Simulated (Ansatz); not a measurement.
`[GeH3][CH2][GeH3]` + CH₃OH → `CO[CH2][GeH3]` + GeH₄  (substitution at a C–Ge bond)

Isolated molecules relaxed with PBE0-D4/def2-TZVP in Ansatz; ΔE leaves out vibrations. CCSD(T)/CBS is the MP2 limit (def2-TZVPP, def2-QZVPP) plus CCSD(T) − MP2 in def2-TZVPP, frozen cores. This one scheme is used for every species. Functionals use def2-TZVPP. HSE06 is defined as in plane-wave codes. For Ge outer-core shells are correlated without core-valence functions, which leaves a few kJ/mol of doubt a bond. Scalar relativity is left out up to krypton. One conformer a species, not always the lowest.

`[GeH3][CH2][GeH3]`:

```xyz
11

Ge   -1.241    1.096   -0.053
C    -0.251   -0.499   -0.599
Ge    1.393   -0.794    0.416
H    -2.518    1.259   -0.897
H    -0.362    2.346   -0.236
H    -1.637    0.984    1.430
H    -0.001   -0.413   -1.659
H    -0.898   -1.372   -0.484
H     1.064   -0.954    1.911
H     2.337    0.410    0.245
H     2.113   -2.064   -0.073
```

CH₃OH:

```xyz
6

C     0.106    0.163    0.298
O    -0.317    0.057   -1.042
H     0.264    1.223    0.501
H     1.052   -0.362    0.481
H    -0.645   -0.210    1.005
H    -0.460   -0.870   -1.243
```

`CO[CH2][GeH3]`:

```xyz
12

C    -0.432    1.506    1.311
O    -0.292    0.881    0.063
C     0.159   -0.444    0.176
Ge    0.314   -1.207   -1.630
H     0.525    1.546    1.848
H    -1.162    0.980    1.942
H    -0.783    2.523    1.132
H    -0.539   -1.051    0.772
H     1.137   -0.489    0.678
H     0.807   -2.660   -1.510
H     1.322   -0.395   -2.458
H    -1.056   -1.191   -2.325
```

GeH₄:

Cartesian coordinates in Å:
```
Ge 0.000 0.000 0.000
H -1.029 -0.116 -1.132
H -0.497 -0.780 1.224
H 0.183 1.476 0.375
H 1.342 -0.580 -0.466
```

| level | ΔE (kJ/mol) | difference from CCSD(T)/CBS |
| --- | --- | --- |
| LDA (SPW92) | 63.9 | -21.0 |
| revPBE-D4 | 70.2 | -14.7 |
| ωB97M-V | 75.5 | -9.4 |
| B2PLYP | 74.8 | -10.1 |
| PBE-QIDH | 83.2 | -1.7 |
| PBE | 70.6 | -14.3 |
| BLYP | 63.4 | -21.5 |
| r2SCANh | 75.4 | -9.5 |
| HSE06 | 75.7 | -9.2 |
| HF/def2-QZVPP | 69.3 | -15.6 |
| CCSD(T)/CBS | 84.9 | 0 |

Largest T1 diagnostic among the species: 0.012.

In def2-TZVPP, CCSD(T) changes the Hartree–Fock value by +11.3 kJ/mol (the triples alone add +0.3 kJ/mol) and MP2 by +19.7 kJ/mol. From r2SCAN to r2SCAN0 (25 % exact exchange), in def2-TZVPP and without D4, ΔE moves by +3.8 kJ/mol. At CCSD(T), def2-SVP lies −24.5 kJ/mol from the extrapolated value and def2-TZVPP −3.6 kJ/mol.

CCSD(T)/CBS has its own doubt, a few kJ/mol and more with outer-core shells, so smaller differences from it don't rank the levels.
